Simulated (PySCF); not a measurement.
The dipole of `C#C[Si@@H]1N[SiH2]CN[Si@@H](O)N1` from its density and from atomic charges.

Coordinates (GFN2-xTB, Å) and charges (e) from the PBE0/pcSseg-1 density (PySCF):

```tsv
atom	x	y	z	Mulliken	IAO	Hirshfeld	ESP-fitted
C1	3.142	0.595	1.225	-0.2140	-0.1910	-0.0834	-0.2492
C2	2.416	0.529	0.269	-0.1809	-0.3537	-0.1554	-0.2509
Si3	1.288	0.452	-1.201	+1.0250	+1.1309	+0.4304	+0.6948
N4	0.102	1.721	-1.048	-0.8446	-0.9541	-0.3361	-0.7466
Si5	-1.289	1.841	-0.028	+0.7835	+0.8836	+0.3614	+0.5862
C6	-1.202	0.488	1.313	-0.3424	-0.4305	-0.1120	-0.2072
N7	-1.499	-0.850	0.835	-0.6607	-0.6954	-0.2506	-0.7343
Si8	-0.324	-1.835	0.081	+1.0613	+1.3251	+0.4491	+0.8335
O9	-1.214	-3.070	-0.507	-0.5554	-0.7890	-0.3086	-0.7139
N10	0.582	-1.120	-1.223	-0.8427	-0.9738	-0.3416	-0.8215
H11	3.776	0.649	2.063	+0.0613	+0.2014	+0.0968	+0.2709
H12	2.003	0.658	-2.463	-0.0866	-0.1344	-0.0770	-0.1026
H13	0.247	2.512	-1.653	+0.2224	+0.2722	+0.1175	+0.3491
H14	-1.288	3.170	0.600	-0.1202	-0.1500	-0.0905	-0.1546
H15	-2.521	1.662	-0.817	-0.1170	-0.1573	-0.0931	-0.1317
H16	-0.198	0.462	1.738	+0.1493	+0.1519	+0.0379	+0.1608
H17	-1.889	0.720	2.134	+0.1423	+0.1493	+0.0418	+0.1124
H18	-2.451	-0.939	0.516	+0.1997	+0.2614	+0.1140	+0.4053
H19	0.646	-2.259	1.089	-0.1386	-0.1880	-0.0968	-0.1245
H20	-0.760	-3.857	-0.787	+0.2422	+0.3653	+0.1776	+0.4403
H21	0.423	-1.511	-2.136	+0.2162	+0.2762	+0.1185	+0.3837
```

**Question.** Form Σ q r in debye for every column and set it beside the full dipole.

**Answer.** The full density gives (0.43, -0.07, -1.07) D, 1.15 D in size; dipole vectors point from the negative to the positive end.

```tsv
scheme	μx	μy	μz	size (D)	share of the full size (%)	angle to the full dipole (°)
Mulliken	-0.24	1.57	-2.04	2.58	225	49
IAO	0.96	0.85	-0.91	1.58	137	43
Hirshfeld	0.17	-0.12	-0.64	0.67	58	10
ESP-fitted	0.42	-0.06	-1.04	1.12	97	0
```

**Question.** Which set comes closest?

**Answer.** Length of the difference vector: ESP-fitted 0.03 D, Hirshfeld 0.51 D, IAO 1.07 D, Mulliken 2.02 D. Closest: ESP-fitted. The schemes that divide the density aren't constrained to reproduce the dipole.

**Question.** What is left for the Hirshfeld atoms' own dipoles?

**Answer.** The Hirshfeld atoms' densities add up to the full density, so μ = Σ q r + Σ (atomic dipoles). The atomic dipoles sum to (0.43, -0.07, -1.07) − (0.17, -0.12, -0.64) = (0.26, 0.05, -0.43) D, 0.51 D in size.

**Question.** With the origin at the mean of the coordinates, (0.000, 0.001, 0.000) Å, which are the largest single terms, by size, of the Hirshfeld dipole along the direction of the full one?

**Answer.** Si3 +3.24, N10 -2.32, N7 +1.54, N4 -1.47, H21 +1.27 D; all 21 atoms together +0.66 D. The single terms depend on the origin, their sum doesn't.

**Question.** Give the size of the full dipole in other units.

**Answer.** 1.15 D = 0.453 au = 0.240 e·Å = 3.84 × 10⁻³⁰ C·m.

Isolated species at its GFN2-xTB geometry (one conformer only).

These values come from a run that also computed NMR shieldings. Time: 2.3 min wall (with the writing of density and orbital grids); peak memory 1.1 GiB. Hardware: an Arm Neoverse N1 with one thread, on a shared host.
